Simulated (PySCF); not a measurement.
# [TcO2]+: adding exact exchange

Base calculation in PySCF with density fitting and no spin–orbit coupling, PBE/def2-TZVP (scalar-relativistic core potentials): triplet, C2v, Tc–O 1.660 Å (×2); O–Tc–O 115.8°; wavenumbers 311, 980, 1034 cm⁻¹; dipole moment about the centre of mass 3.61 D, polar-tensor charge of Tc 1.72 e.

Task: What changes on going to PBE0/def2-TZVP (scalar-relativistic core potentials)?

Result: The point group stays the same. Changes: mean bond to Tc -0.025 Å, smallest bond angle +2.4 degrees, highest wavenumber +78 cm⁻¹, lowest wavenumber -1 cm⁻¹, dipole moment about the centre of mass +0.34 D, polar-tensor charge of Tc +0.25 e. The new structure has Tc–O 1.635 Å (×2); O–Tc–O 118.2°, with wavenumbers 310, 1030, 1112 cm⁻¹. Exact exchange shortens and stiffens the bonds, the usual pattern.

Open d or f shells are single determinants, so the state found may not be the ground state. Each species is the lowest minimum found with this bonding; other isomers or fragments can lie lower.
